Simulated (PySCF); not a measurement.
**Assignment exercise: C$_{5}$H$_{6}$N$_{2}$O**

Numbering as in the mapped SMILES `[CH3:1][C:2](=[O:3])[n:4]1[cH:5][cH:6][n:7][cH:8]1` (H(Xn): hydrogen on atom n).

PySCF 2.14 calculation with geometry: GFN2-xTB, σ from GIAO-PBE0/pcSseg-1 and J: B3LYP/pcJ-1 (spin–dipole term only in couplings to heteroatoms); no solvent, single conformer, averaged over atoms made equivalent by symmetry, fast rotation or ring inversion, non-relativistic Hamiltonian.

References, each an isolated molecule treated in the same way: ¹³C (σ = 186.93 ppm) and ¹H (σ = 31.72 ppm) vs TMS.

Q: Assign these signals to the numbered atoms. ¹³C{¹H} NMR (computed): δ 170.9 (C), 141.1 (CH), 138.8 (CH), 119.7 (CH), 24.8 (CH3).

A: 
170.9 → C2, amide carbonyl carbon: lone-pair donation from the attached heteroatom keeps it upfield of a ketone carbonyl
141.1 → C8, aromatic CH between two ring heteroatoms
138.8 → C6, aromatic CH next to a ring nitrogen
119.7 → C5, aromatic CH next to a ring nitrogen
24.8 → C1, methyl carbon α to a carbonyl: α to the electron-withdrawing carbonyl group

Q: Assign these signals to the numbered atoms. ¹H NMR (300 MHz, computed): δ 8.24 (d, J = 1.5 Hz, 1H), 7.28 (d, J = 2.2 Hz, 1H), 7.02 (t, J = 1.9 Hz, 1H), 2.53 (s, 3H).

A: 
| δ (ppm) | atoms | environment | reason |
| --- | --- | --- | --- |
| 8.24 | H(C8) | hydrogen on an aromatic CH between two ring heteroatoms | aromatic region |
| 7.28 | H(C6) | hydrogen on an aromatic CH next to a ring nitrogen | aromatic region |
| 7.02 | H(C5) | hydrogen on an aromatic CH next to a ring nitrogen | – |
| 2.53 | H(C1) | hydrogen on a methyl carbon α to a carbonyl | α to C=O |

Multiplet labels drop couplings under 1 Hz and merge nearly equal ones. Unscaled 3J(H,H) at this level run about 10 % above measured values. Shifts are as computed. Against solution values, carbons near 30 ppm lie about +3 ppm off and those near 130 ppm about +5 ppm (rms about the fit 2.1 ppm; single classes can miss by 10 ppm). Of 1328 compounds with measured shifts, 309 miss one by over three times the rms of a fit or turn the order of signals round; such compounds aren't used in these exercises. Signals without a measured value on file couldn't be tested in this way; 1H shifts scatter by 0.2 ppm about their fit, and single ones miss by 0.5 ppm.
